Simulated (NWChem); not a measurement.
Two isomers of GeSiNH₇, each optimised at PBE0/def2-SVP with NWChem. Flexible species stand in one conformer each, which need not be the lowest. 

A: [NH]([GeH3])[SiH3]
B: [NH2][GeH2][SiH3]

Question: Which is lower in energy, by how much, and how do their other properties compare?

Answer: A is lower by 7.0 kcal/mol in electronic energy; with zero-point energies, B − A = 8.1 kcal/mol.
|  | A | B |
|---|---|---|
| highest occupied level (eV) | -7.14 | -7.10 |
| orbital gap (eV) | 7.53 | 7.37 |
| dipole (D) | 0.99 | 1.24 |
| highest harmonic frequency (cm⁻¹) | 3624 | 3660 |
| zero-point energy (kcal/mol) | 40.4 | 41.6 |
